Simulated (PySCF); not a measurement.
Choosing a molecule for a target property.

All species are isolated and taken at one optimised geometry, non-relativistic unless stated. Electronic properties by PySCF.

Dipoles, sizes and rotational constants follow the conformer. The torsions of the flexible species, by atom-mapped SMILES:
- `[SiH3:1][S:2][SiH2:3][SiH2:4][GeH3:5]`: Si1–S2–Si3–Si4 61°, S2–Si3–Si4–Ge5 40°
- `[CH3:1][CH:2]([CH3:3])[SiH2:4]/[CH:5]=[CH:6]/[SiH3:7]`: C1–C2–Si4–C5 -57°, C2–Si4–C5–C6 117°
- `[CH3:1][CH2:2][Si:3]([SiH3:4])([SiH3:5])[Cl:6]`: C1–C2–Si3–Si4 -58°

The conformers of `[BH3-][O+]1CCC[C@H]1O[SiH3]` aren't listed.

(1) Wanted: static isotropic polarisability below 126 au (B3LYP/def2-SVPD) and HOMO–LUMO gap below 6.3 eV (B3LYP/def2-SVPD), at PBE0-D3(BJ)/def2-SVP geometries. Which candidate meets both?
A. `CC[Si]([SiH3])([SiH3])Cl`
B. `CC[NH][Ge]([Cl])([Cl])[Cl]`
C. `[SiH3]S[SiH2][SiH2][GeH3]`
D. `C1CC[C@H]([O+]1[BH3-])O[SiH3]`
E. `CC(C)[SiH2]/C=C/[SiH3]`

(2) Wanted: lowest triplet excitation (Tamm–Dancoff) above 6 eV (TDA B3LYP/def2-SVPD) and lowest singlet excitation above 5 eV (TDDFT B3LYP/def2-SVPD), at PBE0-D3(BJ)/def2-SVP geometries. Which candidate meets both?
A. `CC[NH][Ge]([Cl])([Cl])[Cl]`
B. `[SiH3]S[SiH2][SiH2][GeH3]`
C. `CC(C)[SiH2]/C=C/[SiH3]`
D. `[BH3-][O+]1CCC[C@H]1O[SiH3]`

## Answers

(1) B. Computed values:
```csv
species,static isotropic polarisability,HOMO–LUMO gap
C1CC[C@H]([O+]1[BH3-])O[SiH3],98.6 au,7.28 eV
CC[NH][Ge]([Cl])([Cl])[Cl],104.0 au,5.64 eV
CC(C)[SiH2]/C=C/[SiH3],122.5 au,6.39 eV
CC[Si]([SiH3])([SiH3])Cl,129.4 au,6.63 eV
[SiH3]S[SiH2][SiH2][GeH3],142.5 au,6.16 eV
```

(2) D. Computed values:
```
                    species  lowest triplet excitation (Tamm–Dancoff)  lowest singlet excitation
     CC(C)[SiH2]/C=C/[SiH3]                                   4.06 eV                    5.58 eV
 CC[NH][Ge]([Cl])([Cl])[Cl]                                   4.36 eV                    4.68 eV
  [SiH3]S[SiH2][SiH2][GeH3]                                   4.86 eV                    5.20 eV
[BH3-][O+]1CCC[C@H]1O[SiH3]                                   6.48 eV                    6.56 eV
```
